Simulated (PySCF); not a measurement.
C4H5BO2, SMILES C#CB(O)OC=C.

Coordinates come from a TPSSh-D3(BJ)/def2-SVP optimisation. The structure was generated by enumeration, and PubChem lists no compound with its InChIKey, so it may never have been made. Other conformers were not sampled.

Two levels are set side by side: TDDFT-PBE/def2-SVPD (PySCF) and TDDFT-ωB97X/def2-SVPD (PySCF). Vertical, same geometry. The lowest singlet is HOMO→LUMO 95 % with PBE and HOMO−1→LUMO 87 % with the other functional; states are paired by order. Differences are taken from unrounded values.

```tsv
quantity	TDDFT-ωB97X
lowest singlet excitation (eV)	5.63
lowest triplet excitation (TDA) (eV)	4.28
first bright state (f over 0.05) (eV)	6.11
its oscillator strength	0.18
```

What does TDDFT-PBE give, and how far is it from TDDFT-ωB97X? (Estimate from the structure and the level; the computed values follow.)


| quantity | TDDFT-PBE | TDDFT-PBE minus TDDFT-ωB97X |
|---|---|---|
| lowest singlet excitation (eV) | 4.53 | -1.10 |
| lowest triplet excitation (TDA) (eV) | 3.77 | -0.51 |
| first bright state (f over 0.05) (eV) | 4.53 | -1.58 |
| its oscillator strength | 0.16 | -0.02 |

A lower first singlet is the usual sign of a functional without exact exchange. Differences between two approximate levels are no errors against the true value.

Rough cost on one machine, each run with all the roots and properties that it gave: TDDFT-ωB97X against TDDFT-PBE about 10 times.
